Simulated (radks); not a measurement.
Values are calculated unless marked as measured or tabulated.
Neutral thulium inside a hard spherical wall (all orbitals vanish at R), configuration held at [Xe] 4f13 6s2 and not refilled when levels cross. Code: a radial shooting solver on a logarithmic mesh with Libxc functionals. Model: scalar-relativistic Kohn-Sham, PBE, spin-unpolarised, spherical densities, finite nucleus; Fermi nuclear charge, rms radius 5.2256 fm. Eigenvalues in eV, with the zero of energy where the potential of the charges vanishes at infinity; a dash marks a level that is unbound or too diffuse for the functional's potential to be trusted. A positive occupied level is held by the wall or, in an anion where self-interaction has pushed it up, behind a barrier. The pressure on the wall is -dE/dV.

R (bohr),E (hartree),kinetic (hartree),e(5s),e(5p),e(6s),e(4f),"e(6p, empty)","e(5d, empty)",pressure (GPa)
free,-13566.0063,14742.041,-53.362,-26.907,-3.875,-3.098,-,-,0
15,-13566.0063,14742.041,-53.360,-26.905,-3.874,-3.096,-1.105,-0.785,0.000138
6,-13565.9104,14742.520,-51.224,-24.818,-1.476,-0.989,3.291,1.548,5.99
5,-13565.7490,14743.150,-49.496,-23.176,1.473,0.776,7.930,3.643,24.6
4,-13565.2379,14745.058,-46.070,-19.953,9.372,4.486,19.398,8.243,134
3.5,-13564.5622,14747.603,-42.781,-16.769,18.516,8.266,31.745,12.959,370
2.5,-13559.1087,14767.465,-25.494,1.954,76.341,29.028,101.82,39.796,4710
